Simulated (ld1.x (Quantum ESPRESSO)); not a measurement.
# mercury (Hg): TM pseudisation with PBE, scalar-relativistic reference atom.

ld1.x (Quantum ESPRESSO) 7.5 was run on this input:

```
&input
   title='Hg', zed=80., rel=1, dft='PBE', iswitch=3,
   config='[Xe] 4f14 5d10 6s1.5 6p0.5',
   nld=3, rlderiv=1.85, eminld=-11.0, emaxld=5.0, deld=0.04
 /
 &inputp
   pseudotype=2, tm=.true., lloc=0,
   nlcc=.false.,
   file_pseudopw='Hg.UPF', file_wfcaegen='ae.wfc', file_wfcncgen='nc.wfc', file_beta='beta', file_chi='chi'
 /
3
5P  2  1   6.00   0.00  1.20  1.20  0.0
5D  3  2  10.00   0.00  1.70  1.70  0.0
5S  1  0   2.00   0.00  1.05  1.05  0.0
 &test
   configts(1)='5s2 5p6 5d10 6s1.5 6p0.5'
 /
```

Command:

```bash
ld1.x < Hg.in > Hg.out
```

Output (shortened: banner, matrices, multipoles, cross overlaps and the repeated all-electron block are left out):

```
Program LD1 v.7.5
     --------------------------- All-electron run ----------------------------

     Hg
     scalar relativistic calculation

     atomic number is 80.00
     dft =PBE   lsd =0 sic =0 latt =0  beta=0.20 tr2=1.0E-14
     Exchange-correlation= PBE
                           (   1   4   3   4   0   0   0)
     mesh =1279 r(mesh) =  98.78773 a.u. xmin = -7.00 dx = 0.01250
     1 Ry =  13.60569312 eV, c = 137.03599908

     n l     nl                  e(Ry)          e(Ha)          e(eV)
     1 0     1S 1( 2.00)     -6114.3071     -3057.1535    -83189.3855
     2 0     2S 1( 2.00)     -1083.7022      -541.8511    -14744.5202
     2 1     2P 1( 6.00)      -934.3295      -467.1648    -12712.2009
     3 0     3S 1( 2.00)      -257.2318      -128.6159     -3499.8163
     3 1     3P 1( 6.00)      -214.0851      -107.0426     -2912.7768
     4 0     4S 1( 2.00)       -56.6266       -28.3133      -770.4445
     4 1     4P 1( 6.00)       -42.4844       -21.2422      -578.0301
     3 2     3D 1(10.00)      -168.7455       -84.3728     -2295.8996
     5 0     5S 1( 2.00)        -8.7745        -4.3872      -119.3830
     5 1     5P 1( 6.00)        -4.9778        -2.4889       -67.7258
     4 2     4D 1(10.00)       -25.7196       -12.8598      -349.9327
     4 3     4F 1(14.00)        -7.1350        -3.5675       -97.0767
     5 2     5D 1(10.00)        -0.8100        -0.4050       -11.0202
     6 0     6S 1( 1.50)        -0.5638        -0.2819        -7.6702
     6 1     6P 1( 0.50)        -0.1194        -0.0597        -1.6239

     final scf error:  1.9E-15 reached in  31 iterations

     Etot =  -39245.216066 Ry,  -19622.608033 Ha, -533958.366342 eV

     Ekin =   44069.130060 Ry,   22034.565030 Ha,  599591.059792 eV
     Encl =  -97777.638157 Ry,  -48888.819078 Ha,-1330332.539051 eV
     Eh   =   15203.827994 Ry,    7601.913997 Ha,  206858.617985 eV
     Exc  =    -740.535964 Ry,    -370.267982 Ha,  -10075.505069 eV

     normalization and overlap integrals

     s(1S/1S) =  1.000000  <r> =   0.0166  <r2> =    0.0004  r(max) =   0.0102
     s(2S/2S) =  1.000000  <r> =   0.0699  <r2> =    0.0058  r(max) =   0.0589
     s(2P/2P) =  1.000000  <r> =   0.0633  <r2> =    0.0049  r(max) =   0.0488
     s(3S/3S) =  1.000000  <r> =   0.1806  <r2> =    0.0373  r(max) =   0.1662
     s(3P/3P) =  1.000000  <r> =   0.1821  <r2> =    0.0385  r(max) =   0.1662
     s(4S/4S) =  1.000000  <r> =   0.3992  <r2> =    0.1798  r(max) =   0.3746
     s(4P/4P) =  1.000000  <r> =   0.4254  <r2> =    0.2057  r(max) =   0.3938
     s(3D/3D) =  1.000000  <r> =   0.1650  <r2> =    0.0319  r(max) =   0.1361
     s(5S/5S) =  1.000000  <r> =   0.9015  <r2> =    0.9116  r(max) =   0.8232
     s(5P/5P) =  1.000000  <r> =   1.0396  <r2> =    1.2221  r(max) =   0.9328
     s(4D/4D) =  1.000000  <r> =   0.4489  <r2> =    0.2327  r(max) =   0.4037
     s(4F/4F) =  1.000000  <r> =   0.4825  <r2> =    0.2810  r(max) =   0.3653
     s(5D/5D) =  1.000000  <r> =   1.4903  <r2> =    2.6470  r(max) =   1.1682
     s(6S/6S) =  1.000000  <r> =   2.6546  <r2> =    8.0991  r(max) =   2.1825
     s(6P/6P) =  1.000000  <r> =   4.4182  <r2> =   23.5440  r(max) =   3.2155

     ------------------------ End of All-electron run ------------------------

     --------------------- Generating NC pseudopotential ---------------------

      Generating local pot.: lloc=0, matching radius rcloc =   1.0500

      Wfc   5P  rcut= 1.213  Using Troullier-Martins method

      Wfc   5D  rcut= 1.721  Using Troullier-Martins method

     ------------------- End of pseudopotential generation -------------------

     Computing logarithmic derivative in   1.84364
     Computing logarithmic derivative in   1.84364
     Computing the partial wave expansion
       no projector for channel:   0
     R is outside the sphere for l=    1 j= 0.00
     R is outside the sphere for l=    2 j= 0.00

     ---------------------- Testing the pseudopotential ----------------------

     Hg
     scalar relativistic calculation

     atomic number is 80.00   valence charge is 20.00
     dft =PBE   lsd =0 sic =0 latt =0  beta=0.20 tr2=1.0E-14
     mesh =1279 r(mesh) =  98.78773 xmin = -7.00 dx = 0.01250

     n l     nl             e AE (Ry)        e PS (Ry)    De AE-PS (Ry)
     1 0     5S   1( 2.00)       -8.77449       -8.77463        0.00013
     2 1     5P   1( 6.00)       -4.97776       -4.97782        0.00007
     3 2     5D   1(10.00)       -0.80997       -0.80998        0.00001
     2 0     6S   1( 1.50)       -0.56375       -0.58223        0.01848  !
     3 1     6P   1( 0.50)       -0.11936       -0.12110        0.00174

     eps = 8.9E-16  iter = 20

     Etot =  -39245.216066 Ry,  -19622.608033 Ha, -533958.366342 eV
     Etotps =  -308.301907 Ry,    -154.150953 Ha,   -4194.661131 eV

     Ekin =      97.247667 Ry,      48.623833 Ha,    1323.121910 eV
     Encl =    -647.062989 Ry,    -323.531495 Ha,   -8803.740463 eV
     Ehrt =     260.185677 Ry,     130.092838 Ha,    3540.006474 eV
     Ecxc =     -27.557044 Ry,     -13.778522 Ha,    -374.932678 eV
     Epseu=       8.884783 Ry,       4.442391 Ha,     120.883626 eV

     ---------------------- End of pseudopotential test ----------------------
```

Generation and configuration tests took about 3.2 s on one core of a shared server CPU.

Transferability test of the new file with ld1.x, input:

```
&input
   title='Hg', zed=80., rel=1, dft='PBE', iswitch=2,
   config='[Xe] 4f14 5d10 6s1.5 6p0.5'
 /
 &test
   file_pseudo='Hg.UPF', nconf=8,
   configts(1)='5s2 5p6 5d10 6s1.5 6p0.5',
   configts(2)='5s2 5p6 5d10 6s2 6p0',
   configts(3)='5s2 5p6 5d10 6s1 6p0',
   configts(4)='5s2 5p6 5d10 6s0 6p0',
   configts(5)='5s1 5p6 5d10 6s2 6p0',
   configts(6)='5s2 5p6 5d10 6s0 6p1',
   configts(7)='5s2 5p5 5d10 6s2 6p0',
   configts(8)='5s2 5p6 5d10 6s1 6p1'
 /
```

```bash
ld1.x < Hg.test.in > Hg.test.out
```

Pseudopotential blocks of its output, shortened (energy terms left out):

```
     ---------------------- Testing the pseudopotential ----------------------

     n l     nl             e AE (Ry)        e PS (Ry)    De AE-PS (Ry)
     1 0     5S   1( 2.00)       -8.77449       -8.77463        0.00013
     2 1     5P   1( 6.00)       -4.97776       -4.97782        0.00007
     3 2     5D   1(10.00)       -0.80997       -0.80998        0.00001
     2 0     6S   1( 1.50)       -0.56375       -0.58223        0.01848  !
     3 1     6P   1( 0.50)       -0.11936       -0.12110        0.00174

     eps = 9.7E-16  iter = 20

     Etot =  -39245.216066 Ry,  -19622.608033 Ha, -533958.366341 eV
     Etotps =  -308.301907 Ry,    -154.150953 Ha,   -4194.661131 eV

     ---------------------- End of pseudopotential test ----------------------

          ---------------------- Testing the pseudopotential ----------------------

     n l     nl             e AE (Ry)        e PS (Ry)    De AE-PS (Ry)
     1 0     5S   1( 2.00)       -8.68619       -8.68345       -0.00274
     2 1     5P   1( 6.00)       -4.88878       -4.88626       -0.00251
     3 2     5D   1(10.00)       -0.72470       -0.72274       -0.00197
     2 0     6S   1( 2.00)       -0.50100       -0.51759        0.01659  !
     3 1     6P   1( 0.00)       -0.07687       -0.07766        0.00079

     eps = 5.8E-15  iter = 20

     Etot =  -39245.432733 Ry,  -19622.716367 Ha, -533961.314251 eV
     Etotps =  -308.526746 Ry,    -154.263373 Ha,   -4197.720230 eV
     dEtot_ae =      -0.216667 Ry
     dEtot_ps =      -0.224840 Ry,   Delta E=       0.008172 Ry

     ---------------------- End of pseudopotential test ----------------------

          ---------------------- Testing the pseudopotential ----------------------

     n l     nl             e AE (Ry)        e PS (Ry)    De AE-PS (Ry)
     1 0     5S   1( 2.00)       -9.35320       -9.35998        0.00678  !
     2 1     5P   1( 6.00)       -5.55824       -5.56458        0.00634  !
     3 2     5D   1(10.00)       -1.38485       -1.39029        0.00544  !
     2 0     6S   1( 1.00)       -1.08135       -1.10625        0.02489  !
     3 1     6P   1( 0.00)       -0.54743       -0.55301        0.00558  !

     eps = 8.6E-16  iter = 16

     Etot =  -39244.647215 Ry,  -19622.323607 Ha, -533950.626722 eV
     Etotps =  -307.720213 Ry,    -153.860106 Ha,   -4186.746785 eV
     dEtot_ae =       0.568852 Ry
     dEtot_ps =       0.581694 Ry,   Delta E=      -0.012842 Ry

     ---------------------- End of pseudopotential test ----------------------

          ---------------------- Testing the pseudopotential ----------------------

     n l     nl             e AE (Ry)        e PS (Ry)    De AE-PS (Ry)
     1 0     5S   1( 2.00)      -10.09865      -10.11623        0.01758  !
     2 1     5P   1( 6.00)       -6.30509       -6.32119        0.01610  !
     3 2     5D   1(10.00)       -2.11540       -2.12860        0.01320  !
     2 0     6S   1( 0.00)       -1.71684       -1.75057        0.03373  !
     3 1     6P   1( 0.00)       -1.09195       -1.10317        0.01122  !

     eps = 4.3E-15  iter = 13

     Etot =  -39243.252559 Ry,  -19621.626280 Ha, -533931.651472 eV
     Etotps =  -306.295827 Ry,    -153.147913 Ha,   -4167.367024 eV
     dEtot_ae =       1.963507 Ry
     dEtot_ps =       2.006080 Ry,   Delta E=      -0.042573 Ry

     ---------------------- End of pseudopotential test ----------------------

          ---------------------- Testing the pseudopotential ----------------------

     n l     nl             e AE (Ry)        e PS (Ry)    De AE-PS (Ry)
     1 0     5S   1( 1.00)       -9.80718       -9.80600       -0.00118
     2 1     5P   1( 6.00)       -5.95853       -5.95615       -0.00237
     3 2     5D   1(10.00)       -1.66184       -1.65866       -0.00318
     2 0     6S   1( 2.00)       -1.18191       -1.20826        0.02635  !
     3 1     6P   1( 0.00)       -0.59957       -0.60389        0.00432

     eps = 5.3E-15  iter = 16

     Etot =  -39236.206496 Ry,  -19618.103248 Ha, -533835.784899 eV
     Etotps =  -299.294977 Ry,    -149.647488 Ha,   -4072.115604 eV
     dEtot_ae =       9.009570 Ry
     dEtot_ps =       9.006930 Ry,   Delta E=       0.002640 Ry

     ---------------------- End of pseudopotential test ----------------------

          ---------------------- Testing the pseudopotential ----------------------

     n l     nl             e AE (Ry)        e PS (Ry)    De AE-PS (Ry)
     1 0     5S   1( 2.00)       -9.49207       -9.50483        0.01276  !
     2 1     5P   1( 6.00)       -5.69750       -5.70904        0.01154  !
     3 2     5D   1(10.00)       -1.51465       -1.52385        0.00920  !
     2 0     6S   1( 0.00)       -1.17228       -1.20041        0.02812  !
     3 1     6P   1( 1.00)       -0.61591       -0.62317        0.00726  !

     eps = 3.5E-15  iter = 13

     Etot =  -39244.102581 Ry,  -19622.051290 Ha, -533943.216602 eV
     Etotps =  -307.155394 Ry,    -153.577697 Ha,   -4179.062028 eV
     dEtot_ae =       1.113485 Ry
     dEtot_ps =       1.146513 Ry,   Delta E=      -0.033028 Ry

     ---------------------- End of pseudopotential test ----------------------

          ---------------------- Testing the pseudopotential ----------------------

     n l     nl             e AE (Ry)        e PS (Ry)    De AE-PS (Ry)
     1 0     5S   1( 2.00)       -9.75385       -9.75139       -0.00245
     2 1     5P   1( 5.00)       -5.91900       -5.91643       -0.00258
     3 2     5D   1(10.00)       -1.64489       -1.64259       -0.00230
     2 0     6S   1( 2.00)       -1.18282       -1.20836        0.02553  !
     3 1     6P   1( 0.00)       -0.60050       -0.60479        0.00429

     eps = 1.2E-15  iter = 22

     Etot =  -39240.047243 Ry,  -19620.023621 Ha, -533888.040915 eV
     Etotps =  -303.137379 Ry,    -151.568689 Ha,   -4124.394148 eV
     dEtot_ae =       5.168824 Ry
     dEtot_ps =       5.164528 Ry,   Delta E=       0.004296 Ry

     ---------------------- End of pseudopotential test ----------------------

          ---------------------- Testing the pseudopotential ----------------------

     n l     nl             e AE (Ry)        e PS (Ry)    De AE-PS (Ry)
     1 0     5S   1( 2.00)       -8.85241       -8.85528        0.00287
     2 1     5P   1( 6.00)       -5.05620       -5.05868        0.00248
     3 2     5D   1(10.00)       -0.88438       -0.88616        0.00178
     2 0     6S   1( 1.00)       -0.61674       -0.63686        0.02012  !
     3 1     6P   1( 1.00)       -0.15271       -0.15507        0.00236

     eps = 4.2E-15  iter = 19

     Etot =  -39244.988876 Ry,  -19622.494438 Ha, -533955.275261 eV
     Etotps =  -308.066023 Ry,    -154.033012 Ha,   -4191.451773 eV
     dEtot_ae =       0.227190 Ry
     dEtot_ps =       0.235884 Ry,   Delta E=      -0.008693 Ry

     ---------------------- End of pseudopotential test ----------------------
```
